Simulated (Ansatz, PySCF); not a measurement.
Species: sum formula BN2H4F, charge 0, multiplicity 1. 
Coordinates optimised at B3LYP-D3(BJ)/def2-TZVP (Ansatz, a quantum-chemistry and plane-wave program):
SMILES: FB(N)N
```xyz
8

B      0.0014     0.0156     0.0056
F      0.1193     1.2867     0.4613
N      1.1907    -0.7037    -0.2412
N     -1.3015    -0.4919    -0.1874
H      1.2201    -1.6480    -0.5787
H      2.0929    -0.2912    -0.0857
H     -2.1138     0.0663     0.0051
H     -1.5042    -1.4165    -0.5199
```

Dipole moments at this geometry, in debye (magnitudes).

```json
[
 {"level": "BLYP/def2-TZVPD", "program": "Ansatz", "dipole (D)": "2.28"},
 {"level": "revPBE/def2-TZVPD", "program": "Ansatz", "dipole (D)": "2.26"},
 {"level": "M06-2X/def2-TZVPD", "program": "PySCF", "dipole (D)": "2.34"},
 {"level": "LC-wPBE/def2-TZVPD", "program": "Ansatz", "dipole (D)": "2.35"},
 {"level": "CCSD(T)/aug-cc-pVDZ", "program": "Ansatz", "dipole (D)": "2.29"}
]
```
